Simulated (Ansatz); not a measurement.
`[CH3][GeH]([NH2])[OH]` at its PBE0-D4/def2-TZVP geometry, where that method's forces vanish. The species carries charge 0 and has multiplicity 1.

```xyz
11

C     1.3938   -0.6746   -0.0512
Ge   -0.0485    0.6185    0.0892
N    -1.5586   -0.2962    0.5910
O    -0.4241    1.3558   -1.4894
H     2.2631   -0.2092   -0.5172
H     1.6831   -1.0444    0.9344
H     1.0771   -1.5190   -0.6658
H     0.3035    1.8381    0.9635
H    -1.4033   -1.0953    1.1883
H    -2.3118    0.2599    0.9690
H    -0.9743    0.7664   -2.0117
```

(1) What forces (eV/Å) does r2SCAN-D4/def2-TZVPP give on these atoms in Ansatz 0.2.0? (Best estimate.)

Answers

(1) The calculation gave: 
```
C1   0.017 -0.018  0.001
Ge2  0.061  0.031  0.091
N3  -0.024 -0.031 -0.081
O4   0.012  0.080 -0.032
H5  -0.020 -0.015  0.012
H6  -0.003  0.005 -0.023
H7   0.005  0.017  0.013
H8  -0.009 -0.023 -0.040
H9  -0.002 -0.010  0.042
H10 -0.014  0.005  0.036
H11 -0.024 -0.039 -0.017
```
